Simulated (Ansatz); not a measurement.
Input for Ansatz (a first-principles code): U-PBE/cc-pVTZ on FGaH2 (SMILES [F][GaH2]), a point of a bond scan (R = 2.124 Å).

Ansatz 0.2 input:
```yaml
crystal:
  periodic: [false, false, false]
  atoms:
    - {symbol: Ga, position_ang: [-0.15314797, -0.29827289, 0.09911006]}
    - {symbol: H, position_ang: [0.62376958, -1.05783376, 1.21321406]}
    - {symbol: H, position_ang: [-1.47626948, -0.60250567, -0.66151679]}
    - {symbol: F, position_ang: [0.77730784, 1.51389444, -0.50303656]}
basis:
  gaussian:
    orbitals: cc-pVTZ
hamiltonian:
  xc: {name: PBE}
magnetization: {spin_polarized: true, initial_magnetization: 0}
```

The log:

```
WARN ansatz: RAYON_NUM_THREADS=1 ignored (pool sized by the plan → 1); use --threads N
Functional definition: PBE
integrals: 0.02 GiB planned
629 factors; their error is unknown
mean field: 0.27 GiB planned
mean field evaluation 1: about -55114.2696 eV, gradient 3.8e1 eV
mean field evaluation 2: about -54983.3222 eV, gradient 1.6e2 eV
mean field evaluation 4: about -55118.4145 eV, gradient 1.1e1 eV
mean field evaluation 8: about -55118.6950 eV, gradient 4.7e-2 eV
mean field evaluation 16: about -55118.6781 eV, gradient 1.5e-5 eV
mean field -55118.67810841 eV, -2025.5740597020 hartree, gradient 1.5e-5 eV, S^2 0.000000; 0 other end points of the search recorded, 0 dependent functions left out
reference -55118.67814794 eV, -2025.5740611548 hartree; 21, 21 occupied and 80, 80 virtual orbitals, 629 factors
Total energy: -55118.67814794 eV, -2025.5740611548 hartree
```

Self-consistency was reached.

Cost: about 1.9 core-seconds (a rough figure).
